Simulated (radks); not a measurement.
Question: The sulfur ion S+, [Ne] 3s2 3p3. Calculated with a radial shooting solver on a logarithmic mesh with Libxc functionals: non-relativistic Kohn-Sham, exchange-only PBE, spin-polarised, spherical densities, point nucleus. Every spin shell is full or empty, so the densities are truly spherical. Functionals are evaluated on that one density, not self-consistently. Rank these exchange functionals by their error against the exact value of the orbitals, and give that value: LDA, PBEsol, PW91, WC, MS2, Tao-Mo, TASK, MVS.

Answer: Exact: -24.7405 hartree. From best to worst, with 100 (|E| - |E exact|)/|E exact| (equal figures are ties): MS2 +0.11, PW91 -0.12, Tao-Mo -0.13, MVS -0.21, WC -1.60, TASK -2.98, PBEsol -3.49, LDA -7.97.
